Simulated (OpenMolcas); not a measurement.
**Co VI: effect of the active space**

```
Program             : OpenMolcas 26.06
Method              : SS-CASPT2, IPEA 0.25 Eh, imaginary shift 0.1 Eh
Basis               : ANO-RCC-VTZP
Scalar Hamiltonian  : DKH2, point nucleus
Spin-orbit coupling : state interaction with AMFI integrals over the reference wave functions, term energies averaged over their components
```

A. 4 electrons in 5 orbitals (3d); 2S+1 = 5 even, 5 roots; 2S+1 = 3 even, 45 roots; 2S+1 = 1 even, 50 roots; closed shells correlated: 3s 3p; CASPT2 step about 13 core-seconds
B. 4 electrons in 10 orbitals (3d 4d); 2S+1 = 5 even, 5 roots; 2S+1 = 3 even, 45 roots; 2S+1 = 1 even, 44 roots; closed shells correlated: 3s 3p; CASPT2 step roughly 19 core-minutes

Energies in eV above 3d4 5D0, the measured ground level; measured values from Sugar and Corliss, J. Phys. Chem. Ref. Data 10, 1097 (1981).

```tsv
Level	A	B	Measured
3d4 5D0	0.0000	0.0000	0.0000
3d4 5D1	0.0274	0.0275	0.0253
3d4 5D2	0.0799	0.0801	0.0730
3d4 5D3	0.1539	0.1545	0.1394
3d4 5D4	0.2460	0.2474	0.2209
3d4 3P0(1)	3.529	3.543	3.3682
3d4 3H4	3.670	3.684	3.5183
3d4 3P1(1)	3.693	3.707	3.5288
3d4 3H5	3.731	3.747	3.5715
3d4 3H6	3.797	3.815	3.6245
3d4 3P2(1)	3.962	3.977	3.7823
3d4 3F2(1)	3.968	3.982	3.7883
3d4 3F3(1)	3.980	3.995	3.7982
3d4 3F4(1)	4.008	4.026	3.8208
3d4 3G3	4.418	4.425	4.2187
3d4 3G4	4.485	4.494	4.2743
3d4 3G5	4.538	4.549	4.3214
3d4 3D3	5.429	5.434	5.1672
3d4 3D2	5.452	5.457	5.1895
3d4 3D1	5.477	5.479	5.2195
3d4 1G4(1)	5.514	5.541	5.1981
3d4 1I6	5.571	5.609	5.3065
3d4 1F3	7.801	7.828	7.4304
3d4 3P2(2)	9.149	9.130	8.6993
```

Deviations, from unrounded energies. A percentage is the sum of absolute deviations over the sum of measured energies, with the sign that they share, or ± where signs differ.

| Against measurement | Levels | A | B |
| --- | --- | --- | --- |
| mean absolute deviation (cm-1) | 23 | 1500 | 1600 |
| fine structure of the ground term (%) | 4 | +10.6 | +11.1 |
| other terms of the ground configuration (%) | 19 | +4.9 | +5.2 |

A lies closest to measurement on these levels. The largest miss of A in the table is 3d4 3P2(2), by +3600 cm-1. The ranking rests on the paired levels alone, and a cruder setting can come out closer through cancelling errors.

The spin-orbit steps hold different terms of 3d4 (B lacks a 1D, a 1S), which shifts levels as well.

Between A and B the level of the table that moves most is 3d4 1I6, by 310 cm-1 (lowest in A, highest in B). Moves below CASPT2's spread within the term are not significant.

CASPT2 breaks the degeneracy within a term, and the mean is taken; among the terms shown or strongly mixed into the levels shown the widest spread is 290 cm-1 (3d4 1F, A). The CASPT2 spread within a term exceeds the gap to the next term for 3d4 3D and 3d4 1G(1), so the order of their levels is uncertain (holds for A). Active for correlation alone: 4d; no level in the range computed is led by a configuration that fills it, so any true level of that kind is missing (holds for B). Computed and measured levels are paired by configuration, term and J; levels that our copy of the source lacks, or whose pairing is in doubt (as where it misses far off the trend of its configuration), stay unpaired and out of the deviations. Levels of configurations outside the active space are missing. The table leaves out levels that lie high or whose names do not pair safely across all columns.

A number in round brackets counts repeated terms of one configuration in the order of the reference energies.
